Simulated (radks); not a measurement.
The aluminium ion Al3+, [Ne]. All-electron calculation, non-relativistic Kohn-Sham, exchange-only LDA, spin-polarised, spherical densities, point nucleus. Program: a radial shooting solver on a logarithmic mesh with Libxc functionals. Every spin shell is full or empty, so the densities are truly spherical. Functionals are evaluated on that one density, not self-consistently. Rank these orbital-free kinetic functionals by their error against the exact value of the orbitals, and give that value: Thomas-Fermi, von Weizsacker, TF + vW/5, revAPBEK, Perdew 92, Thakkar, Pearson, LKT, Ernzerhof.

Answer. Exact: 238.495 hartree. From best to worst, with 100 (|E| - |E exact|)/|E exact| (equal figures are ties): Thakkar +0.02, Ernzerhof +0.36, Perdew 92 -0.45, revAPBEK +0.69, Pearson -1.82, TF + vW/5 +5.33, Thomas-Fermi -7.71, LKT +33.60, von Weizsacker -34.81.
